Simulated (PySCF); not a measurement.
Here is a job for PySCF.
```python
from pyscf import gto, scf, dft

mol = gto.M(
    atom='''
Cl   -1.47561963   -1.37868741   -0.28744895
Ge    0.00218824    0.01532854    0.53081660
Cl   -0.45053478    1.95127180   -0.38783493
Cl    1.92203537   -0.60143812   -0.32390030
''',
    basis='6-31g*',
    spin=1,
    verbose=4,
)

mf = dft.UKS(mol)
mf.xc = 'blyp'
mf.grids.atom_grid = (99, 590)
mf.grids.prune = None
mf.kernel()
```

### Question
What does this run give for the Mulliken (on the basis functions themselves) charges in atom order, nuclear repulsion energy, HOMO energy, total energy, number of basis functions?

### Answer

| Quantity | Value |
|---|---|
| Mulliken (on the basis functions themselves) charges in atom order | Cl1 -0.09, Ge2 0.28, Cl3 -0.09, Cl4 -0.09 |
| nuclear repulsion energy | 525.9446 Eh |
| HOMO energy | -6.59 eV |
| total energy | -3457.402420 Ha |
| number of basis functions | 86 |

These values belong to the state on which the SCF converged, which isn't shown to be the lowest.
